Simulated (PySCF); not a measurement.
Computed with B3LYP-D3(BJ)/def2-TZVP // PBE0-D4/def2-SVP (PySCF 2.14.0). Gas-phase values, no solvent. One relaxed conformer stands for a flexible species; it need not be the lowest. B3LYP has the VWN-RPA correlation part, as in Gaussian. Delta-SCF ions had no search for a lower state. 

Reference species (SMILES): `[NH2][Sn]([NH2])([NH2])[NH2]` (neutral, multiplicity 1).

The LUMO is -0.75 eV, the vertical ionisation energy (Delta-SCF) is 8.86 eV and the HOMO comes out as -6.89 eV. The HOMO–LUMO gap is 6.14 eV.

Changed species: `C[O][Sn]([O]C)([O]C)[O]C` (4 of 4 NH2 replaced by OCH3; the reference has 0 of 4 NH2 replaced by OCH3).

Q: Give the shifts of the LUMO, vertical ionisation energy (Delta-SCF), HOMO and HOMO–LUMO gap.

A: the LUMO falls by 1.22 eV, to -1.97 eV; the vertical ionisation energy (Delta-SCF) goes up by 0.61 eV, to 9.47 eV; the HOMO decreases by 0.82 eV, to -7.71 eV; the HOMO–LUMO gap falls by 0.40 eV, to 5.74 eV.
